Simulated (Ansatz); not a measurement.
CH$_{3}$AlBrCl. The species carries charge 0 and has multiplicity 1. The bonds changed during the relaxation, so this is another structure than the one it started from.

```xyz
7

Cl   -1.7571    1.1659   -1.6254
Al   -0.9710   -0.1727   -0.2109
C     0.9649   -0.1957   -0.0021
Br    0.5777    1.0538    1.5245
H    -1.9114   -1.1772    0.5451
H     1.6094    0.3640   -0.6746
H     1.4875   -1.0381    0.4435
```

Question: List the harmonic frequencies (cm⁻¹, unscaled) at PBE0-D4/def2-TZVP in Ansatz. (Estimate.)

Answer: The calculation gave: 75, 153, 175, 467, 496, 511, 573, 676, 708, 1000, 1066, 1403, 1986, 3130, 3215.

Question: Is this a minimum?

Answer: Yes, all 15 modes are real.

Question: Give the ideal-gas thermochemistry at 298.15 K and 1 bar (rigid rotor, harmonic oscillator; point group C1, symmetry number 1).

Answer: Zero-point energy 93.5 kJ/mol; H(298) − E = 111.8 kJ/mol; entropy 341.4 J/(mol·K), of which translation 171.9, rotation 117.5, vibration 51.9; G(298) − E = 10.0 kJ/mol. Modes under 100 cm⁻¹ are hindered rotations or soft bends, so the harmonic entropy is rough.

Question: Rotational constants (cm⁻¹)?

Answer: 0.2106, 0.03895, 0.03615.
